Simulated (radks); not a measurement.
Neutral silver inside a hard spherical wall (all orbitals vanish at R), configuration held at [Kr] 4d10 5s1 and not refilled when levels cross. Calculated with a radial shooting solver on a logarithmic mesh with Libxc functionals: scalar-relativistic Kohn-Sham, r2SCAN, spin-unpolarised, spherical densities, finite nucleus; meta-GGA in the generalised Kohn-Sham scheme; Fermi nuclear charge, rms radius 4.5454 fm. Eigenvalues in eV, with the zero of energy where the potential of the charges vanishes at infinity; a dash marks a level that is unbound or too diffuse for the functional's potential to be trusted. A positive occupied level is held by the wall or, in an anion where self-interaction has pushed it up, behind a barrier. The pressure on the wall is -dE/dV.

R (bohr)  E (hartree)  kinetic (hartree)    e(4s)    e(4p)   e(4d)   e(5s)  e(5p, empty)  e(6s, empty)  pressure (GPa)
free      -5316.66211           5523.463  -97.691  -60.349  -7.696  -4.292             -             -               0
20        -5316.66211           5523.463  -97.691  -60.349  -7.696  -4.292        -0.370             -        < 0.0001
15        -5316.66211           5523.463  -97.690  -60.349  -7.696  -4.292        -0.359         1.085        < 0.0001
10        -5316.66186           5523.466  -97.667  -60.325  -7.673  -4.270        -0.183         2.754         0.00664
7         -5316.65513           5523.511  -97.378  -60.035  -7.393  -3.929         0.822         8.039           0.370
6         -5316.64048           5523.593  -96.971  -59.629  -7.011  -3.380         1.973        13.027            1.63
4         -5316.38896           5524.757  -93.196  -55.948  -3.572   2.539        11.141        45.556            57.3
3.5       -5316.08452           5526.054  -90.147  -53.023  -0.738   7.974        18.540        68.316             173
1.5       -5277.06496           5661.512   12.058   54.407  123.29  319.35        357.79        795.72          122000
